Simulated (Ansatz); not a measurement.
Total energies of Ga6P6H18, a cluster cut from wurtzite GaP (hydrogen-capped) from Ansatz at PBE0-D4/def2-TZVP, gas phase (1 Eh = 27.2114 eV = 2625.5 kJ/mol). The reference geometry is relaxed at PBE-D4/def2-SVP.

Cartesian coordinates in Å:
```
P 0.129 0.750 2.717
Ga -0.911 2.242 1.117
Ga 2.785 1.510 -0.049
P 0.581 2.281 -0.698
P -2.687 0.758 0.403
Ga -0.489 1.520 -2.736
Ga 1.064 -1.373 2.021
P 2.298 -0.861 0.087
P -0.980 -2.366 1.183
Ga -2.194 -1.363 -0.657
Ga 1.496 -2.110 -1.830
P -0.535 -0.852 -2.240
H 1.173 1.481 3.360
H -0.734 0.560 3.843
H -1.477 3.536 1.811
H 3.039 2.020 1.436
H 3.785 1.757 -1.243
H 0.726 3.697 -0.867
H -3.624 0.568 1.469
H -3.520 1.496 -0.491
H -1.993 2.035 -2.694
H 0.488 1.769 -3.949
H 1.646 -2.181 3.240
H 3.550 -1.472 0.424
H -1.873 -2.640 2.269
H -0.675 -3.709 0.807
H -3.506 -2.164 -0.993
H 2.488 -1.886 -3.035
H 1.058 -3.545 -1.302
H -1.109 -1.459 -3.405
```

| state | geometry | energy (Eh) |
| --- | --- | --- |
| charge 0 singlet | reference | -13606.13593 |
| charge 1 doublet | reference | -13605.82344 |
| charge -1 doublet | reference | -13606.15173 |
| free P atom (quartet) | – | -341.13505 |
| free Ga atom (doublet) | – | -1924.55212 |
| free H atom (doublet) | – | -0.50104 |

Single mean-field runs in def2-TZVP are fitted with def2-universal-jkfit.

Task: Work out the vertical ionisation energy to the doublet.

Result: E(charge 1 doublet) − E(charge 0 singlet) = -13605.82344 − (-13606.13593) = 0.31249 Eh = 8.50 eV. For comparison, −ε of the highest occupied level is 7.20 eV at this level, 1.30 eV less.

Task: Work out the vertical electron affinity, to the doublet.

Result: E(charge 0 singlet) − E(charge -1 doublet) = -13606.13593 − (-13606.15173) = 0.01580 Eh = 0.43 eV. The basis lacks diffuse functions, which makes affinities too small.

Task: Give the fundamental gap IE − EA, the Mulliken electronegativity (IE + EA)/2 and the hardness (IE − EA)/2.

Result: From the values in Eh: IE − EA = 0.31249 − 0.01580 = 0.29669 Eh = 8.07 eV; (IE + EA)/2 = 4.47 eV; (IE − EA)/2 = 4.04 eV. The HOMO–LUMO gap of the same run is 5.71 eV, 2.36 eV smaller than the fundamental gap.

Task: What is the binding energy per atom against free atoms?

Result: Atoms: 6 × (-341.13505) + 6 × (-1924.55212) + 18 × (-0.50104) = -13603.14174 Eh. Binding: -13603.14174 − (-13606.13593) = 2.99419 Eh = 81.48 eV, or 2.72 eV for each of 30 atoms (no zero-point energy, no counterpoise term).

At PBE0-D4/def2-TZVP the highest occupied level of the charge -1 doublet lies above zero (up to 0.81 eV). By energy differences its removal costs 0.43 eV (vertical, to the charge 0 singlet, at PBE0-D4/def2-TZVP); self-interaction error and the lack of diffuse functions both raise the level.
